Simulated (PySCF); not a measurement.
**Question.** Give a PBE0-D3(BJ)/def2-SVP geometry of `C=Cc1ccc(Br)cc1` (4-bromostyrene).

**Answer.** 
Z-matrix in Å and degrees, rows numbered from 1:
```
C 
C   1  1.3383
C   2  1.4673  1  127.31
C   3  1.4027  2  119.16  1   179.55
C   4  1.3917  3  121.70  2  -179.96
C   5  1.3925  4  119.13  3    -0.03
Br  6  1.8861  5  119.76  4  -179.98
C   6  1.3964  5  120.59  4     0.02
C   8  1.3884  6  119.47  5    -0.01
H   1  1.0934  2  122.55  3     0.02
H   1  1.0921  2  120.82  3  -180.00
H   2  1.0959  1  118.12  3   179.92
H   4  1.0932  3  119.18  2     0.01
H   5  1.0911  4  120.67  3   179.98
H   8  1.0912  6  119.98  5   179.98
H   9  1.0919  3  119.95  2    -0.03
```

The 9 heavy atoms lie in one plane (0.002 Å rms). The 6-membered ring C3–C4–C5–C6–C8–C9 has internal angles of 117.7° to 121.7°; it is planar, 0.00 Å rms from its mean plane, widest ring torsion 0°. The 8 C–C bonds span 1.338 Å (C1=C2, drawn double) to 1.467 Å (C2–C3, drawn single), a spread of 0.129 Å. Of the pairs four or more bonds apart, H10···H16 is among the closest relative to their van der Waals radii: 2.18 Å, 91 % of the sum of Bondi's values.

Level of theory: PBE0-D3(BJ)/def2-SVP geometry optimisation, gas phase in PySCF 2.14.0.

Point group: Cs (tolerance 0.08 Å). PBE0-D3(BJ)/def2-SVP frequencies: not computed here. One conformer, not necessarily the lowest (C1–C2–C3–C4 180°).
